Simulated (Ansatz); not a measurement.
A nudged elastic band was laid between two geometries of C3H10BNO (16 atoms, charge 0, multiplicity 1).

Method: RKS B3LYP-D4/def2-SVP (Ansatz).

```json
{
 "movable images": "4",
 "climbing image": "no",
 "spring": "5.0 eV/Å²",
 "optimiser": "quadratic models (default)",
 "start path": "through a guess of the saddle point",
 "force threshold": "0.05 eV/Å",
 "iteration limit": "60",
 "end points": "relaxed"
}
```

Image 0:

```xyz
16
Properties=species:S:1:pos:R:3
C -1.748 -0.867 0.880
O -0.861 0.153 0.515
C 0.190 -0.222 -0.377
C 1.272 -1.057 0.322
B 0.783 1.101 -1.030
N 0.234 2.323 -0.674
H -2.548 -0.418 1.488
H -2.211 -1.349 -0.006
H -1.267 -1.663 1.483
H -0.240 -0.835 -1.202
H 2.082 -1.301 -0.384
H 0.881 -2.008 0.719
H 1.710 -0.494 1.162
H 1.700 1.045 -1.818
H -0.536 2.347 -0.010
H 0.537 3.222 -1.025
```

Image 5:

```xyz
16
Properties=species:S:1:pos:R:3
C -1.753 -0.864 0.872
O -0.849 0.150 0.535
C 0.198 -0.224 -0.365
C 1.284 -1.055 0.330
B 0.781 1.098 -1.028
N 0.225 2.319 -0.679
H -2.530 -0.425 1.517
H -2.247 -1.293 -0.026
H -1.281 -1.699 1.426
H -0.237 -0.840 -1.185
H 2.083 -1.314 -0.382
H 0.892 -1.997 0.746
H 1.737 -0.484 1.157
H 1.694 1.043 -1.820
H 0.522 3.216 -1.041
H -0.542 2.345 -0.013
```

Problem. What changes between the two ends?

Solution. No bond is made or broken. The height of N6 over the plane of its neighbours goes from 0.00 to 0.00 Å.

Problem. Give the energies along the band, and the barrier.

Solution. It converged. The highest image is number 3 of 0 to 5, 1.20 eV above the ends, which have the same energy within 2 meV. No image climbed, so the highest image needn't sit at the top of the path.

```csv
image,path coordinate (Å),energy (eV),height of N6 over the plane of its neighbours (Å)
0,0.00,0.00,0.00
1,0.81,0.28,0.14
2,1.61,1.16,0.38
3,2.42,1.20,0.39
4,3.23,0.34,0.16
5,4.04,0.00,0.00
```

Problem. What is the geometry of the highest image?

Solution. 
```xyz
16
Properties=species:S:1:pos:R:3
C -1.737 -0.828 0.858
O -0.851 0.200 0.508
C 0.236 -0.174 -0.330
C 1.272 -1.056 0.372
B 0.835 1.110 -1.035
N 0.386 2.459 -0.769
H -2.577 -0.375 1.406
H -2.144 -1.350 -0.034
H -1.275 -1.593 1.512
H -0.165 -0.755 -1.204
H 2.098 -1.292 -0.316
H 0.847 -2.009 0.723
H 1.688 -0.527 1.244
H 1.705 0.921 -1.862
H -0.496 2.665 -1.244
H 0.156 2.582 0.216
```

Run time: 4.2 min on 2 threads of Arm Neoverse V2, with other jobs on the host, peak memory 0.36 GiB.
